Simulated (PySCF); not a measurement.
# CuCl: frontier orbitals

r²SCAN at R = 2.083 Å; PySCF, no relativity, basis sets Cu def2-TZVPPD, Cl def2-TZVPPD. State: ¹Σ⁺ (singlet), closed shell. Only the outer orbitals are listed, counted within each symmetry.

| orbital | occ. | ε (eV) | on Cu (%) | main shells (%) |
| --- | --- | --- | --- | --- |
| 10σ | 2 | -9.06 | 36 | 60 Cl p, 24 Cu d, 11 Cu s |
| 4π | 2 | -7.81 | 44 | 55 Cl p, 44 Cu d |
| 4π | 2 | -7.81 | 44 | 55 Cl p, 44 Cu d |
| 1δ | 2 | -6.73 | 100 | 100 Cu d |
| 1δ | 2 | -6.73 | 100 | 100 Cu d |
| 11σ | 2 | -6.35 | 89 | 69 Cu d, 18 Cu s, 12 Cl p |
| 5π | 2 | -6.21 | 58 | 56 Cu d, 42 Cl p |
| 5π | 2 | -6.21 | 58 | 56 Cu d, 42 Cl p |
| 12σ | 0 | -3.68 | 98 | 79 Cu s, 15 Cu p |
| 6π | 0 | -0.31 | 104 | 102 Cu p |
| 6π | 0 | -0.31 | 104 | 102 Cu p |

Task: Which are the highest filled and the lowest empty level, where do they sit, and how wide is the gap?

Result: Highest filled 5π at -6.21 eV (in %: 56 Cu d, 42 Cl p); lowest empty 12σ at -3.68 eV (in %: 79 Cu s, 15 Cu p); the gap at r²SCAN is 2.53 eV.

The bond order (Mayer) is 1.12. The ⟨S²⟩ is 0.000. The charge on Cu (Mulliken, basis-dependent) is 0.28. The charge on Cu (Löwdin, basis-dependent) is 0.11. The dipole moment (positive dipole means Cu(−)Cl(+)) is -4.90 D.

Shares are Mulliken populations and can fall outside 0 to 100 %.
